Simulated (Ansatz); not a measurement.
Ansatz (a first-principles code) job for TeCl2, SMILES Cl[Te]Cl, PBE-D3(BJ)/def2-TZVP. 

Ansatz 0.2 input:
```yaml
crystal:
  periodic: [false, false, false]
  atoms:
    - {symbol: Te, position_ang: [0.00000000, 0.00000000, 0.60014537]}
    - {symbol: Cl, position_ang: [0.00000000, 1.79181460, -0.91786938]}
    - {symbol: Cl, position_ang: [0.00000000, -1.79181460, -0.91786938]}
basis:
  gaussian:
    orbitals: def2-TZVP
hamiltonian:
  xc: pbe
  dispersion: d3bj
relax: {f_tol: 0.002, max_steps: 200}
```

Output:

```
Functional definition: PBE
integrals: 0.05 GiB planned
898 factors; their error is unknown
mean field: 0.33 GiB planned
mean field evaluation 1: about -32329.3244 eV, gradient 1.9e1 eV
mean field evaluation 2: about -32325.5003 eV, gradient 4.2e1 eV
mean field evaluation 4: about -32330.2952 eV, gradient 1.5e0 eV
mean field evaluation 8: about -32330.1753 eV, gradient 1.2e-1 eV
mean field evaluation 16: about -32330.1753 eV, gradient 4.5e-5 eV
mean field -32330.17534554 eV, -1188.1120297685 hartree, gradient 4.5e-5 eV, S^2 0.000000; 0 other end points of the search recorded, 0 dependent functions left out
the calculation of the forces begins
reference -32330.17537834 eV, -1188.1120309742 hartree; 29, 29 occupied and 95, 95 virtual orbitals, 898 factors
relax step   1: F+E_penalty+E_count = -32330.26918034 eV  Δ(F+E_penalty+E_count) = +0.000e0 eV  max|allowed force component| = 4.857e-2 eV/Å  Δτ_max = 0.0000 Å  (27 SCF iters, accepted)
these checks for a lower state are left out or cut short: starts, cluster_reference, orbital_swaps, neighbouring_geometries, increment
integrals: 0.05 GiB planned
898 factors; their error is unknown
mean field: 0.33 GiB planned
mean field -32330.17597107 eV, -1188.1120527565 hartree, gradient 9.7e-6 eV, S^2 0.000000; 0 other end points of the search recorded, 0 dependent functions left out
the calculation of the forces begins
reference -32330.17600387 eV, -1188.1120539618 hartree; 29, 29 occupied and 95, 95 virtual orbitals, 898 factors
relax step   2: F+E_penalty+E_count = -32330.26947902 eV  Δ(F+E_penalty+E_count) = -2.987e-4 eV  max|allowed force component| = 1.674e-2 eV/Å  Δτ_max = 0.0140 Å  (31 SCF iters, accepted)
these checks for a lower state are left out or cut short: starts, cluster_reference, orbital_swaps, neighbouring_geometries, increment
integrals: 0.05 GiB planned
898 factors; their error is unknown
mean field: 0.33 GiB planned
mean field evaluation 32: about -32330.1759 eV, gradient 9.6e-6 eV
mean field -32330.17593097 eV, -1188.1120512827 hartree, gradient 9.6e-6 eV, S^2 0.000000; 0 other end points of the search recorded, 0 dependent functions left out
the calculation of the forces begins
reference -32330.17596377 eV, -1188.1120524881 hartree; 29, 29 occupied and 95, 95 virtual orbitals, 898 factors
relax step   3: F+E_penalty+E_count = -32330.26953095 eV  Δ(F+E_penalty+E_count) = -5.192e-5 eV  max|allowed force component| = 1.556e-4 eV/Å  Δτ_max = 0.0039 Å  (32 SCF iters, accepted)
integrals: 0.05 GiB planned
898 factors; their error is unknown
mean field: 0.33 GiB planned
mean field -32330.17593097 eV, -1188.1120512827 hartree, gradient 9.6e-6 eV, S^2 0.000000; 1 other end points of the search recorded, 0 dependent functions left out
the calculation of the forces begins
reference -32330.17596377 eV, -1188.1120524881 hartree; 29, 29 occupied and 95, 95 virtual orbitals, 898 factors
Total energy: -32330.26956375 eV, -1188.1154922239 hartree
Atom 0 at     0.000000    -0.000000     0.592040 Å, force    -0.000000    -0.000000     0.000052 eV/Å
Atom 1 at    -0.000000     1.801061    -0.913817 Å, force     0.000000    -0.000156    -0.000026 eV/Å
Atom 2 at    -0.000000    -1.801061    -0.913817 Å, force    -0.000000     0.000156    -0.000026 eV/Å
Dipole moment:    -0.000000    -0.000000     0.385274 e Å
```

The run converged.
